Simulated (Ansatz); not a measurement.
Molecule: C3H9Si, charge 0, multiplicity 2. It need not be the lowest isomer of its formula. 
Coordinates optimised at B3LYP-D3(BJ)/def2-TZVP (Ansatz, a first-principles code):
```xyz
13

Si     0.1399    -0.0255     0.3366
C      1.6167    -0.4049    -0.7059
C     -1.2039    -1.3040     0.0469
C     -0.4810     1.7088    -0.0255
H      0.5336    -0.0854     1.7750
H      1.8883    -1.4136    -0.9995
H      2.3130     0.3565    -1.0421
H     -0.8390    -2.3117     0.2567
H     -1.5496    -1.2804    -0.9889
H     -2.0637    -1.1188     0.6943
H     -0.8111     1.7975    -1.0628
H     -1.3243     1.9633     0.6202
H      0.3034     2.4498     0.1423
```
Charge 0, spin multiplicity 2.

Quantity: atomisation energy (electronic, to ground-state atoms), in kcal/mol. Valence correlation only, unless marked. Open shells are spin-unrestricted. No spin-orbit coupling. No relativistic terms. The coupled-cluster limit lacks core correlation, which all-electron functionals hold. CBS marks a two-point X^-3 extrapolation of the correlation energy; Hartree-Fock from the larger set.

```csv
level,program,atomisation energy (kcal/mol)
PBE-D4/def2-TZVPD,Ansatz + dftd4,1138.5
revPBE-D4/def2-TZVPD,Ansatz + dftd4,1119.1
B2PLYP-D4/def2-TZVPD,Ansatz + dftd4,1117.5
MP2/aug-cc-pV(T+d)Z,Ansatz,1111.4
```

Problem. Predict the CCSD(T)/CBS(cc-pV(T+d)Z,cc-pV(Q+d)Z) result (Ansatz).

Solution. 1129.3 kcal/mol, so MP2/aug-cc-pV(T+d)Z differs from it by -17.9 kcal/mol.
